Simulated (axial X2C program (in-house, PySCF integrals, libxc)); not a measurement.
**NaPt⁺: cheaper levels and CCSD(T), 2c**

All values were computed with an axial X2C code built on PySCF integrals. Two-component (2c) means X2C with spin–orbit coupling and atomic mean-field two-electron Coulomb and Gaunt terms. Basis: Pt dyall-cv3z [13s14p9d6f4g], Na dyall-cv3z [9s8p5d2f] (cores contracted in-house); Gaussian nuclei, density fitting, unrestricted open shells. Masses: Pt 194.965 u, Na 22.990 u.

State: Ω = 3 (⟨Sz⟩ = 0.99, ⟨Lz⟩ = 2.01 at HF); fragments Pt + Na+.

| level | Re (Å) | ωe (cm⁻¹) | De (eV) |
| --- | --- | --- | --- |
| PBE0 | 2.916 | 150.9 | 0.677 |
| HF | 3.024 | 129.8 | 0.603 |
| MP2 | 2.946 | 145.1 | 0.520 |
| CCSD | 2.970 | 142.5 | 0.586 |
| BLYP | 2.944 | 149.4 | 0.649 |

Correlated methods: 10 electrons correlated (number of frozen shells: Pt 5 s, 4 p, 2 d, 1 f; Na 2 s, 1 p), 314 virtual spin orbitals or spinors in MP2, 90 natural virtuals in coupled cluster.

CCSD(T), same Hamiltonian and basis:

Re = 2.970 Å, ωe = 143.4 cm⁻¹, De = 0.59 eV; T1 = 0.025 (Lee–Taylor normalisation).

Problem. Give the differences from CCSD(T) in the columns below.

Solution. 

```
level  ΔRe (Å)  Δωe (cm⁻¹)  ΔDe (eV)
 PBE0   -0.054         7.5      0.09
   HF    0.054       -13.6      0.01
  MP2   -0.024         1.7     -0.07
 CCSD    0.000        -0.9      0.00
 BLYP   -0.026         6.0      0.06
```

Occupations by symmetry block were frozen at the best pattern of an incomplete PBE0 search. Dissociation energies refer to the lowest single-determinant-based atoms at the same level and basis. Density functionals use the spin component along the axis (collinear). CCSD and (T) use frozen natural virtuals with an MP2 correction for the truncation; (T) itself is uncorrected, so its De runs slightly low. PBE0 can misorder states that lie within some tenths of an eV, so this need not be the ground state of the molecule. The nearest other 2c determinant of the search, Ω = 2, lies 0.24 eV up at the distance of the search. The functionals have no current-density term, which raises determinants with orbital currents, atoms included. The atomic limit has a lower orbital projection than the molecule and lies lower at mean-field level, so De may be about a tenth of an eV too small. With several unpaired electrons one determinant need not be a pure state. With the outer-core shells frozen, correlated bond lengths of heavy atoms tend to come out a few hundredths of an ångström too long.
